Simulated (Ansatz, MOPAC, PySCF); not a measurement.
Complex: HBr (SMILES Br) (first 2 atoms) with H4OSi (SMILES O[SiH3]); geometry from B3LYP-D3(BJ)/def2-TZVP, rigid monomers moved along the line of their centres of mass till H2···O3 is 3.39 Å.
(charge 0, multiplicity 1):
```xyz
8

Br    -0.60942    -1.15565    -0.02079
H     -0.15486    -0.42267     1.13544
O      0.67504     1.02104     4.08537
Si     0.17012     0.65504     5.63008
H      1.35976     1.68311     3.95862
H      1.29884     0.14771     6.44357
H     -0.85952    -0.38462     5.45821
H     -0.39688     1.85257     6.29158
```

Interaction energies are E(AB) − E(A) − E(B) at the monomers' geometry in the complex; basis-set methods are counterpoise corrected. Rows marked so take none.

Correlated levels freeze the cores. Filled d and f shells under p-block atoms count as core. CBS: X⁻³ extrapolation of the correlation energy, Hartree–Fock from the larger set. Rows in 6-31G* carry no dispersion term and start afresh at each structure (6-31G* with six Cartesian d functions); the Pople sets are all-electron and without relativity. MP2/6-31G* freezes PySCF's default core, which leaves 3d correlated. The state reached by PM7 isn't checked; PM7 holds dispersion and hydrogen-bond terms.

Run with Ansatz (a first-principles code) with Gaussian orbitals; MOPAC for PM7 (differences of heats of formation); PySCF for 6-31G* rows, the dispersion terms. 

```csv
level,interaction energy (kcal/mol)
PM7,-1.81
PBE-D3(BJ)/def2-TZVPPD,-1.33
PBE-D4/def2-TZVPPD,-1.30
B3LYP-D4/def2-TZVPPD,-1.20
PBE0/def2-TZVPPD,___
PBE0-D4/def2-TZVPPD,-1.33
MP2/6-31G* (no counterpoise),___
MP2/def2-SVPD,-1.34
"CCSD(T)/CBS(def2-SVPD, def2-TZVPPD)",-1.26
```

Problem. What belongs in the gaps?

Solution. 
- PBE0/def2-TZVPPD, interaction energy (kcal/mol): -1.12
- MP2/6-31G* (no counterpoise), interaction energy (kcal/mol): -1.64
